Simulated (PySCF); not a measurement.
Working out the ionisation energy of Ir²⁺

Ir²⁺ [Xe] 4f14 5d7 (4F) → Ir³⁺ [Xe] 4f14 5d6 (5D). Calculation: PySCF 2.14, in cc-pVDZ-PP with ECP60MDF (4s4p3d1f, 38 functions); a scalar-relativistic core potential. Frozen: 5s2 5p6. Energies in hartree (1 hartree = 27.21139 eV):

```csv
part,Ir²⁺ (lower),Ir³⁺ (upper)
UHF,-102.763184,-101.752909
MP2 opposite-spin,-0.063074,-0.030099
MP2 same-spin,-0.044862,-0.040150
```

What does Hartree-Fock give?

(-101.752909) − (-102.763184) = 1.010275 hartree = 27.491 eV.

What do MP2 and SCS-MP2 (6/5 opposite-spin, 1/3 same-spin) give?

The opposite-spin parts differ by 0.897 eV and the same-spin parts by 0.128 eV. MP2: 27.491 + (0.897) + (0.128) = 28.516 eV. SCS-MP2: 27.491 + 1.2 × (0.897) + (0.128)/3 = 28.610 eV.

Reference: 28 ± 1.6 eV (theoretical estimate listed by NIST; NIST Atomic Spectra Database, ionization energies), between the lowest levels; spin-orbit coupling is absent from the calculation.

A double-zeta basis recovers only part of the correlation energy.

What remains against the reference includes basis incompleteness, the frozen core and correlation beyond second order.
